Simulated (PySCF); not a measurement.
Start geometry of `[Cl][Pt-2]([Cl])([Cl])([Cl])([Cl])[Cl]` ([PtCl6]2-) from GFN2-xTB (Å):
```
atom  x, y, z in Å
Pt1    0.0635   -0.0749    0.0133
Cl2   -0.0397   -0.0247    2.3454
Cl3   -0.0423    0.0014   -2.3753
Cl4    2.4532    0.0123    0.0087
Cl5   -2.3544   -0.0273   -0.0528
Cl6   -0.0197    2.3685    0.0026
Cl7    0.0312   -2.3573   -0.0105
```

Task: What comes out of this run: PBE0-D3(BJ)/def2-SVP geometry optimisation, gas phase, def2 core potentials past Kr in PySCF?

Result: 
```
atom  x, y, z in Å
Pt1    0.0129   -0.0148   -0.0095
Cl2   -0.0037   -0.0290    2.3505
Cl3    0.0265   -0.0015   -2.3693
Cl4    2.3731    0.0134    0.0032
Cl5   -2.3473   -0.0402   -0.0255
Cl6   -0.0022    2.3455   -0.0010
Cl7    0.0326   -2.3754   -0.0169
```

The energy falls by 14.0 kJ/mol over 6 energy and gradient evaluations, the largest force component goes from 0.0396 to 3.1e-04 Eh/bohr, and the atoms move by 0.055 Å rms after alignment. The bond that changes most is Pt1–Cl6 (ends: platinum bonded to 6 Cl; chlorine bonded to Pt), which shortens by 0.084 Å. Bonds longer at the end by more than 0.005 Å: 2 of 6; shorter: 4. Among the angles that change most is Cl2–Pt1–Cl3, from 174.1° to 179.9°. The orientation of the end geometry is arbitrary; only internal coordinates are fixed.

The run used 140 basis functions and 46 SCF cycles in all.

No frequency check. Whether so highly charged an anion holds all its electrons in the gas phase wasn't checked; a finite basis holds them in any case. No counter-ion or solvent screens the charge of this multiply charged ion. The geometry's basis has no diffuse functions, a weakness for an anion.
